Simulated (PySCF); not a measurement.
PySCF input for B(H)(Cl)(NMe2) (C₂H₇BClN), SMILES CN(BCl)C, B3LYP-D3(BJ)/def2-SVP. Geometry: B3LYP-D3(BJ)/def2-SVP. This is a generated structure with no PubChem entry under its InChIKey; it may be hypothetical. One conformer was computed; it need not be the lowest.

```python
import numpy as np
from pyscf import gto, scf, dft, df
from pyscf.hessian import thermo

mol = gto.M(
    atom='''
    B     0.80116244    0.32671867   -0.00000000
    H     2.00214650    0.28807109   -0.00000000
    Cl    0.02358063    1.93281714    0.00000000
    N     0.05639657   -0.85050326   -0.00000000
    C    -1.39435606   -0.92790587   -0.00000000
    C     0.70982219   -2.14929831    0.00000000
    H    -1.75597504   -1.47129810   -0.89127377
    H    -1.75597504   -1.47129810    0.89127377
    H    -1.82915154    0.07825734    0.00000000
    H     0.42224749   -2.73627619    0.89106510
    H     0.42224749   -2.73627618   -0.89106510
    H     1.80020442   -2.02591676   -0.00000000
    ''',
    basis='def2-SVP',
    charge=0,
    spin=0,
    max_memory=1600,
    verbose=3,
)
mf = dft.RKS(mol, xc='b3lyp').density_fit(auxbasis='def2-universal-jkfit')
mf.disp = 'd3bj'
mf.grids.level = 3
mf.conv_tol = 1e-11
mf.max_cycle = 100
mf.kernel()

# [left out here: the lines that compute and print the analytic Hessian (its translational invariance restored by hand, since the grid's response is missing), thermochemistry and intensities]
```

Program output:

```
converged SCF energy = -620.078879569509

WARN: DFTD3 does not support analytical Hessian, using finite difference


WARN: Mole.unit (angstrom) is changed to Bohr

Mode                                 0                   1                   2
Irrep
Freq [cm^-1]                      147.6779            190.5387            236.7450
Reduced mass [au]                   1.6743              1.1289              4.3888
Force const [Dyne/A]                0.0215              0.0241              0.1449
Char temp [K]                     212.4756            274.1428            340.6233
Normal mode                   x     y     z       x     y     z       x     y     z
       0   B                -0.00 -0.00 -0.11   -0.00 -0.00 -0.06    0.09  0.01 -0.00
       1   H                -0.00 -0.00 -0.18   -0.00 -0.00 -0.11    0.09  0.05 -0.00
       2  Cl                 0.00  0.00  0.05    0.00  0.00  0.02   -0.06 -0.07  0.00
       3   N                -0.00  0.00 -0.09   -0.00 -0.00 -0.02    0.07  0.02 -0.00
       4   C                 0.00 -0.00 -0.04   -0.00 -0.00 -0.04    0.06  0.15 -0.00
       5   C                -0.00  0.00  0.08    0.00  0.00  0.07   -0.04 -0.03  0.00
       6   H                -0.01 -0.30  0.15   -0.02  0.36 -0.25    0.01  0.19 -0.00
       7   H                 0.01  0.30  0.15    0.02 -0.36 -0.25    0.01  0.19  0.00
       8   H                -0.00 -0.00 -0.37   -0.00 -0.00  0.38    0.15  0.19  0.00
       9   H                 0.09  0.17  0.22    0.22  0.17  0.25   -0.09 -0.00 -0.00
      10   H                -0.09 -0.17  0.22   -0.22 -0.17  0.25   -0.09 -0.00  0.00
      11   H                -0.00  0.00 -0.05    0.00  0.00 -0.23   -0.03 -0.13  0.00
Mode                                 3                   4                   5
Irrep
Freq [cm^-1]                      240.1841            346.4635            373.2925
Reduced mass [au]                   1.3656              2.3355              3.3245
Force const [Dyne/A]                0.0464              0.1652              0.2729
Char temp [K]                     345.5715            498.4839            537.0848
Normal mode                   x     y     z       x     y     z       x     y     z
       0   B                 0.00  0.00  0.14   -0.00  0.00 -0.08    0.01  0.03  0.00
       1   H                 0.00  0.00  0.30   -0.00 -0.00 -0.36    0.02  0.08  0.00
       2  Cl                -0.00 -0.00 -0.03   -0.00  0.00  0.01   -0.02  0.08  0.00
       3   N                 0.00 -0.00  0.01    0.00  0.00  0.19    0.07 -0.03 -0.00
       4   C                 0.00  0.00 -0.00    0.00 -0.00 -0.06    0.08 -0.07  0.00
       5   C                -0.00 -0.00 -0.06   -0.00 -0.00 -0.02   -0.09 -0.12  0.00
       6   H                 0.02 -0.13  0.07    0.20 -0.07 -0.10    0.11 -0.09  0.00
       7   H                -0.02  0.13  0.07   -0.20  0.07 -0.10    0.11 -0.09 -0.00
       8   H                 0.00  0.00 -0.15   -0.00 -0.00 -0.23    0.03 -0.09  0.00
       9   H                 0.35  0.10  0.12    0.14 -0.10 -0.04   -0.21 -0.07 -0.00
      10   H                -0.35 -0.10  0.12   -0.14  0.10 -0.04   -0.21 -0.07  0.00
      11   H                -0.00 -0.00 -0.50   -0.00 -0.00 -0.18   -0.07 -0.32  0.00
Mode                                 6                   7                   8
Irrep
Freq [cm^-1]                      461.0914            787.6021            831.6578
Reduced mass [au]                   3.0973              5.0067              1.4618
Force const [Dyne/A]                0.3880              1.8299              0.5957
Char temp [K]                     663.4078           1133.1841           1196.5704
Normal mode                   x     y     z       x     y     z       x     y     z
       0   B                 0.08  0.05  0.00   -0.22  0.08  0.00   -0.00  0.00  0.17
       1   H                 0.08  0.00  0.00   -0.23  0.15  0.00   -0.00 -0.00 -0.80
       2  Cl                 0.01 -0.06 -0.00    0.03 -0.04 -0.00   -0.00  0.00 -0.01
       3   N                -0.00  0.11 -0.00    0.01 -0.01 -0.00    0.00  0.00 -0.04
       4   C                 0.02 -0.09  0.00    0.11  0.01  0.00    0.00  0.00 -0.00
       5   C                -0.10  0.10 -0.00   -0.02  0.03 -0.00   -0.00 -0.00 -0.00
       6   H                 0.14 -0.18  0.01    0.08  0.03 -0.00    0.01  0.01 -0.01
       7   H                 0.14 -0.18 -0.01    0.08  0.03  0.00   -0.01 -0.01 -0.01
       8   H                -0.19 -0.18  0.00    0.15  0.03  0.00    0.00  0.00 -0.01
       9   H                -0.16  0.13 -0.00   -0.07  0.04 -0.00   -0.03  0.05  0.02
      10   H                -0.16  0.13  0.00   -0.07  0.04  0.00    0.03 -0.05  0.02
      11   H                -0.08 -0.01 -0.00   -0.02 -0.03 -0.00   -0.00 -0.00  0.04
Mode                                 9                  10                  11
Irrep
Freq [cm^-1]                      891.2994           1072.3827           1078.6047
[...]
      11   H                -0.00  0.00 -0.61    0.00 -0.38 -0.00   -0.00  0.23 -0.00
Mode                                21                  22                  23
Irrep
Freq [cm^-1]                     1473.9347           1553.4452           2642.4056
Reduced mass [au]                   1.0390              2.1358              1.1010
Force const [Dyne/A]                1.3300              3.0368              4.5292
Char temp [K]                    2120.6638           2235.0617           3801.8334
Normal mode                   x     y     z       x     y     z       x     y     z
       0   B                -0.00 -0.00  0.00    0.06  0.12 -0.00   -0.09 -0.00  0.00
       1   H                -0.00  0.00 -0.01    0.08 -0.06  0.00    0.95 -0.02 -0.00
       2  Cl                 0.00 -0.00  0.00    0.00 -0.00  0.00    0.00 -0.00 -0.00
       3   N                -0.00  0.00  0.02   -0.09 -0.14  0.00    0.00  0.00  0.00
       4   C                 0.00  0.00  0.04    0.00  0.01 -0.00    0.00 -0.00  0.00
       5   C                -0.00 -0.00  0.02    0.01  0.01  0.00   -0.00  0.00  0.00
       6   H                -0.31  0.30 -0.04    0.23  0.12 -0.16    0.00  0.00  0.01
       7   H                 0.31 -0.30 -0.04    0.23  0.12  0.16    0.00  0.00 -0.01
       8   H                 0.00  0.00 -0.62   -0.13 -0.04  0.00    0.00 -0.00  0.00
       9   H                -0.22  0.06 -0.02    0.00  0.26  0.16    0.01 -0.00 -0.01
      10   H                 0.22 -0.06 -0.02    0.00  0.26 -0.16    0.01 -0.00  0.01
      11   H                 0.00 -0.00 -0.32    0.03 -0.14 -0.00   -0.01 -0.00 -0.00
Mode                                24                  25                  26
Irrep
Freq [cm^-1]                     2999.8053           3007.2114           3059.0163
Reduced mass [au]                   1.0386              1.0399              1.1045
Force const [Dyne/A]                5.5065              5.5408              6.0893
Char temp [K]                    4316.0520           4326.7077           4401.2434
Normal mode                   x     y     z       x     y     z       x     y     z
       0   B                 0.00  0.00 -0.00   -0.00 -0.00 -0.00   -0.00  0.00 -0.00
       1   H                -0.01  0.00  0.00    0.01  0.00 -0.00    0.00 -0.00 -0.00
       2  Cl                -0.00 -0.00  0.00   -0.00  0.00  0.00    0.00 -0.00  0.00
       3   N                 0.00 -0.00  0.00    0.00  0.00 -0.00   -0.00  0.00  0.00
       4   C                 0.02  0.01 -0.00    0.04  0.03  0.00    0.00  0.00 -0.03
       5   C                -0.00 -0.05 -0.00    0.00  0.02  0.00   -0.00  0.00 -0.08
       6   H                -0.09 -0.14 -0.25   -0.18 -0.28 -0.48    0.07  0.11  0.18
       7   H                -0.09 -0.14  0.25   -0.18 -0.28  0.48   -0.07 -0.11  0.18
       8   H                -0.05  0.12  0.00   -0.10  0.24  0.00    0.00 -0.00 -0.00
       9   H                 0.15  0.30 -0.48   -0.08 -0.15  0.24   -0.18 -0.33  0.51
      10   H                 0.15  0.30  0.48   -0.08 -0.15 -0.24    0.18  0.33  0.51
      11   H                -0.27 -0.04 -0.00    0.14  0.02  0.00    0.00  0.00 -0.01
Mode                                27                  28                  29
Irrep
Freq [cm^-1]                     3064.9741           3149.6211           3164.9910
Reduced mass [au]                   1.1052              1.1000              1.0990
Force const [Dyne/A]                6.1171              6.4291              6.4864
Char temp [K]                    4409.8154           4531.6035           4553.7173
Normal mode                   x     y     z       x     y     z       x     y     z
       0   B                -0.00  0.00 -0.00    0.00  0.00  0.00   -0.00  0.00  0.00
       1   H                 0.00 -0.00 -0.00   -0.01  0.00 -0.00    0.00 -0.00  0.00
       2  Cl                 0.00 -0.00  0.00   -0.00 -0.00 -0.00    0.00  0.00 -0.00
       3   N                -0.00 -0.00  0.00    0.00  0.00 -0.00    0.00  0.00 -0.00
       4   C                -0.00  0.00 -0.08   -0.00  0.00  0.00   -0.02  0.08  0.00
       5   C                 0.00 -0.00  0.03    0.08  0.02 -0.00   -0.00 -0.00 -0.00
       6   H                 0.20  0.32  0.51   -0.00 -0.00 -0.01   -0.06 -0.08 -0.16
       7   H                -0.20 -0.32  0.51   -0.00 -0.00  0.01   -0.06 -0.08  0.16
       8   H                 0.00 -0.00 -0.02    0.02 -0.04  0.00    0.36 -0.84  0.00
       9   H                 0.06  0.11 -0.18   -0.04 -0.10  0.17    0.00  0.00 -0.01
      10   H                -0.06 -0.11 -0.18   -0.04 -0.10 -0.17    0.00  0.00  0.01
      11   H                -0.00 -0.00  0.01   -0.90 -0.11 -0.00    0.04  0.01 -0.00
temperature 298.1500 [K]
pressure 101325.00 [Pa]
Rotational constants [GHz] 8.89081 2.15442 1.77316
Symmetry number 1
Zero-point energy (ZPE) 0.09738 [Eh]   255684.264 [J/mol]
                           tot       elec      trans        rot        vib
Entropy [J/mol/K]       328.973      0.000    165.051    111.507     52.415
Cv [J/mol/K]             90.344      0.000     12.472     12.472     65.401
Cp [J/mol/K]             98.659      0.000     20.786     12.472     65.401
Internal energy [J/mol]                      3718.434   3718.434 265034.981
Internal energy [Eh]   -619.97510  -620.07888
Enthalpy [J/mol]                             6197.391   3718.434 265034.981
Enthalpy [Eh]          -619.97416
Gibbs free energy [J/mol]                  -43012.582 -29527.286 249407.521
Gibbs free energy [Eh] -620.01151
static polarisability / bohr^3: [[52.11   1.507 -0.   ]
 [ 1.5   66.586 -0.   ]
 [-0.     0.    37.691]]
largest difference of analytic and finite-field dipole derivatives / e: 0.0009364556966089399
mode   freq/cm-1   IR/(km/mol)   Raman/(A^4/amu)   depolarisation
   1      147.68         0.468             0.313            0.750
   2      190.54         0.017             0.096            0.750
   3      236.74         1.169             0.949            0.655
   4      240.18         0.022             0.663            0.750
   5      346.46         5.828             0.675            0.750
   6      373.29         5.827             2.522            0.394
   7      461.09         2.857             1.070            0.343
   8      787.60        40.289             7.417            0.158
   9      831.66        13.759             1.144            0.750
  10      891.30        10.760             2.122            0.250
  11     1072.38         2.308             8.567            0.671
  12     1078.60         8.706             5.249            0.687
  13     1114.51         0.000             1.576            0.750
  14     1164.58       129.421             3.065            0.093
  15     1175.74         1.927             0.126            0.750
  16     1256.45        86.624             0.756            0.748
  17     1429.00         0.035             8.794            0.748
  18     1442.08        83.246            24.857            0.302
  19     1459.09         1.648            29.093            0.750
  20     1460.29        12.026            31.161            0.606
  21     1472.39        20.222             5.082            0.737
  22     1473.93        14.553             3.129            0.750
  23     1553.45       156.431             7.708            0.313
  24     2642.41       118.074            77.381            0.224
  25     2999.81        37.391            50.418            0.170
  26     3007.21        77.935           275.092            0.023
  27     3059.02        53.574           162.478            0.750
  28     3064.97        11.662            46.830            0.750
  29     3149.62         9.567            58.271            0.641
  30     3164.99         3.281            38.637            0.618
max |gradient| / (hartree/bohr): 5.30578225607754e-05
APT charges: [ 0.9001 -0.1795 -0.4655 -0.7633  0.2939  0.3471 -0.0409 -0.0409  0.0374
 -0.051  -0.051   0.0138]
```

Self-consistency was reached.

Cost: around 4 core-minutes (rough).
